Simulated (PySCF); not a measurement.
# Caesium: a sound run and one with changed settings

Sound run: Cs [Xe] 6s1, Cs⁺ [Xe]. Computed with PySCF 2.14 in def2-SVP with the def2 core potential (46 electrons) (5s3p2d, 24 functions), with a scalar-relativistic core potential. The sound run starts from symmetry-adapted Hartree-Fock orbitals and uses a fine grid where one is needed.

A second run was set up differently.

| species | method | sound run (hartree) | changed run (hartree) | converged |
| --- | --- | --- | --- | --- |
| Cs | UHF | -19.85520 | -19.85392 | no |
| Cs | PBE | -20.14714 | -20.10926 | no |
| Cs | M06-L | -20.11985 | -20.09803 | no |
| Cs⁺ | UHF | -19.72686 | -19.72683 | no |
| Cs⁺ | PBE | -20.00100 | -19.99571 | no |
| Cs⁺ | M06-L | -19.99902 | -19.99788 | no |

(1) What was changed?
A. radial grid too coarse
B. angular grid far too coarse
C. minimal basis
D. too few SCF iterations

Answers

(1) D. It used initial guess 1e, at most 2 SCF cycles. The SCF was stopped early; the energies are upper bounds that still move, and correlated levels were skipped or rest on poor orbitals.
